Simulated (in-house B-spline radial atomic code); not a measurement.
A fraction x of an electron is removed from 3d in V⁺, starting from [Ar] 3d4 and keeping the highest spin. Level of theory: scalar-relativistic (X2C) CAM-B3LYP, spin-polarised, spherical fractional occupations, Fermi nucleus of rms radius 3.6002 fm; calculated with a radial B-spline atomic code at the basis-set limit.

Caution: exact exchange at fractional occupations of open shells leaves self-interaction of up to several eV.

```json
{"x": "0", "E(x) - E(0) (eV)": "0.0000", "3d up level (eV)": "-11.707"}
{"x": "0.03", "E(x) - E(0) (eV)": "0.3557", "3d up level (eV)": "-12.008"}
{"x": "0.18", "E(x) - E(0) (eV)": "2.2718", "3d up level (eV)": "-13.553"}
{"x": "0.29", "E(x) - E(0) (eV)": "3.8272", "3d up level (eV)": "-14.732"}
{"x": "0.48", "E(x) - E(0) (eV)": "6.8263", "3d up level (eV)": "-16.856"}
{"x": "0.5", "E(x) - E(0) (eV)": "7.1658", "3d up level (eV)": "-17.086"}
{"x": "0.52", "E(x) - E(0) (eV)": "7.5098", "3d up level (eV)": "-17.317"}
{"x": "0.73", "E(x) - E(0) (eV)": "11.4061", "3d up level (eV)": "-19.812"}
{"x": "0.75", "E(x) - E(0) (eV)": "11.8048", "3d up level (eV)": "-20.056"}
{"x": "0.91", "E(x) - E(0) (eV)": "15.1720", "3d up level (eV)": "-22.047"}
{"x": "1", "E(x) - E(0) (eV)": "17.2078", "3d up level (eV)": "-23.197"}
```

The exact functional would give a straight line between the two integer points. Deviations E(x) - E(0) - x[E(1) - E(0)], in eV: -0.161 at x = 0.03, -0.826 at x = 0.18, -1.163 at x = 0.29, -1.433 at x = 0.48, -1.438 at x = 0.5, -1.438 at x = 0.52, -1.156 at x = 0.73, -1.101 at x = 0.75, -0.487 at x = 0.91.

The curve lies below the straight line by up to 1.438 eV (at x = 0.5): convex, the delocalisation error, to which spherically averaged exact exchange adds.

Problem. How well does Slater's transition state (minus the level at half occupation) give the ionisation energy?

Solution. It gives 17.086 eV against 17.208 eV from the two total energies; NIST lists 14.63 eV, ground level to ground level. The end point has an open shell averaged over its orbitals, so its exact exchange keeps a self-interaction and this is no true integer point.
